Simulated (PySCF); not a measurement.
# `N#[C][Ge@@H]([SiH3])[Si@@H](N)[SiH3]`, CH10GeN2Si3

Cartesian coordinates in Å; atom numbers follow the order of the lines, from 1:
```xyz
17

N    -0.792    0.062   -3.059
C    -0.931    0.232   -1.931
Ge   -1.069    0.409   -0.024
Si   -3.279   -0.252    0.485
Si    1.072   -0.351    0.684
N     1.203   -1.856   -0.161
Si    2.737    1.250    0.355
H    -1.042    1.945    0.010
H    -3.373   -0.541    1.919
H    -4.233    0.811    0.163
H    -3.637   -1.457   -0.263
H     0.965   -0.791    2.087
H     1.004   -1.864   -1.150
H     1.986   -2.461    0.026
H     3.604    1.383    1.531
H     3.620    0.927   -0.772
H     2.158    2.570    0.090
```

Method: PySCF 2.14.0, TDDFT PBE0/def2-SVPD circular dichroism and optical rotation, one conformer, gas phase. Geometry: GFN2-xTB.

The molecule is flexible and this is one conformer; a measurement averages over conformers. The calculation is non-relativistic, which matters for the atoms heavier than Zn.

Question: What are the CIP labels of the stereocentres?

Answer: Ge3 S, Si5 S.

Question: Which excitations and rotatory strengths does the calculation give?

Answer: Rotatory strengths R in 10⁻⁴⁰ esu² cm², velocity form and length form (origin at the centre of mass); f in length form.
| state | E (eV) | λ (nm) | f | R (velocity) | R (length) | main |
| --- | --- | --- | --- | --- | --- | --- |
| 1 | 4.88 | 254 | 0.056 | -41.6 | -41.4 | HOMO→LUMO 0.88, HOMO→LUMO+1 0.10 |
| 2 | 5.21 | 238 | 0.060 | +52.4 | +51.5 | HOMO→LUMO+1 0.88, HOMO→LUMO 0.09 |
| 3 | 6.11 | 203 | 0.038 | +27.6 | +26.3 | HOMO→LUMO+2 0.64, HOMO−1→LUMO 0.29 |
| 4 | 6.23 | 199 | 0.266 | +87.2 | +83.6 | HOMO−1→LUMO 0.45, HOMO→LUMO+2 0.28 |
| 5 | 6.33 | 196 | 0.040 | +0.3 | +0.4 | HOMO−2→LUMO 0.41, HOMO→LUMO+3 0.27 |
| 6 | 6.37 | 195 | 0.038 | -50.6 | -50.6 | HOMO−2→LUMO 0.52, HOMO→LUMO+3 0.21 |
| 7 | 6.38 | 194 | 0.077 | +19.4 | +19.2 | HOMO→LUMO+3 0.47, HOMO−1→LUMO+1 0.32 |
| 8 | 6.46 | 192 | 0.035 | -12.3 | -12.2 | HOMO→LUMO+4 0.93 |
| 9 | 6.61 | 187 | 0.047 | -26.5 | -25.6 | HOMO−2→LUMO+1 0.83 |
| 10 | 6.70 | 185 | 0.155 | -22.0 | -19.8 | HOMO→LUMO+5 0.81 |
| 11 | 6.90 | 180 | 0.013 | -8.8 | -8.5 | HOMO→LUMO+6 0.81 |
| 12 | 7.04 | 176 | 0.013 | +12.6 | +12.4 | HOMO−1→LUMO+2 0.57, HOMO→LUMO+7 0.19 |
| 13 | 7.09 | 175 | 0.036 | -25.8 | -25.4 | HOMO−3→LUMO 0.53, HOMO−2→LUMO+2 0.13 |
| 14 | 7.12 | 174 | 0.070 | -33.1 | -33.3 | HOMO→LUMO+7 0.62, HOMO−3→LUMO 0.10 |
| 15 | 7.19 | 172 | 0.013 | +13.4 | +13.1 | HOMO−4→LUMO 0.40, HOMO−2→LUMO+2 0.32 |
| 16 | 7.30 | 170 | 0.069 | +26.5 | +26.4 | HOMO−4→LUMO 0.22, HOMO−3→LUMO 0.18 |

Among the states computed, the strongest CD band (largest |R|) is state 4. The largest dissymmetry factor in size, g = 4R/(D+G), with D and G the electric and magnetic dipole strengths, is -0.013 for state 6 (velocity form, f = 0.039), among bands with |R| over 0.5. The mirror image has the same energies and oscillator strengths and all R with the opposite sign.
